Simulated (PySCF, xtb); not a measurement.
H₈N₂OSi₂, SMILES N[SiH2][Si@@H](N)O.

xtb 6.7.1 with GFN2-xTB at its own geometry gives an orbital gap of 4.38 eV and a dipole moment of 2.34 D.

Geometry optimised at PBE-D3(BJ)/def2-SVP. The structure was generated by enumeration; whether it is a known compound was not checked. One conformer was computed; it need not be the lowest.

What does r2SCAN/def2-TZVP in PySCF give? (Estimate from the structure and the level; the computed values follow.)

gap 5.37 eV (levels -5.84 and -0.47 eV), dipole 3.02 D.
